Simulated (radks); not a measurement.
Neutral ruthenium inside a hard spherical wall (all orbitals vanish at R), configuration held at [Kr] 4d7 5s1 and not refilled when levels cross. Calculated with a radial shooting solver on a logarithmic mesh with Libxc functionals: scalar-relativistic Kohn-Sham, r2SCAN, spin-unpolarised, spherical densities, finite nucleus; meta-GGA in the generalised Kohn-Sham scheme; Fermi nuclear charge, rms radius 4.4809 fm. Eigenvalues in eV, with the zero of energy where the potential of the charges vanishes at infinity; a dash marks a level that is unbound or too diffuse for the functional's potential to be trusted. A positive occupied level is held by the wall or, in an anion where self-interaction has pushed it up, behind a barrier. The pressure on the wall is -dE/dV.

R (bohr)  E (hartree)  kinetic (hartree)    e(4s)    e(4p)   e(4d)   e(5s)  e(5p, empty)  e(6s, empty)  pressure (GPa)
free      -4531.29611           4685.834  -78.556  -47.834  -5.271  -4.156             -             -               0
15        -4531.29611           4685.834  -78.556  -47.834  -5.271  -4.155        -0.632         0.785        < 0.0001
12        -4531.29606           4685.835  -78.551  -47.829  -5.266  -4.151        -0.579         1.520        0.000822
10        -4531.29570           4685.838  -78.522  -47.800  -5.239  -4.124        -0.439         2.708          0.0106
7         -4531.28505           4685.908  -78.095  -47.374  -4.845  -3.664         0.700         8.670           0.586
6         -4531.26216           4686.032  -77.485  -46.773  -4.298  -2.929         2.049        14.248            2.54
5         -4531.18597           4686.392  -76.034  -45.361  -3.007  -0.992         5.122        25.365            12.6
4         -4530.89901           4687.587  -72.433  -41.911   0.288   4.704        13.155        50.592            79.0
2         -4518.92649           4730.840  -27.938    3.610  54.181  134.17        161.01        386.75           16700
1.5       -4487.03628           4828.994   41.917   80.561  144.17  364.15        399.74        853.33          129000
